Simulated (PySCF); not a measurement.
BBr₃, SMILES Br[B-](Br)Br, charge -1, multiplicity 2.

Geometry optimised at r2SCAN-D4/def2-SVPD.

Two levels are set side by side: PBE/def2-SVPD (PySCF) and r2SCAN/def2-SVPD (PySCF). Same geometry, gas phase. Differences are taken from unrounded values.

| quantity | r2SCAN | PBE | PBE minus r2SCAN |
|---|---|---|---|
| α-spin orbital gap (eV) | 3.12 | 2.25 | -0.87 |
| β-spin orbital gap (eV) | 5.35 | 4.41 | -0.94 |
| mean polarisability (bohr³) | 103.7 | 115.4 | 11.7 |

Rough cost on one machine, each run with all the roots and properties that it gave: r2SCAN against PBE within a factor of 2.
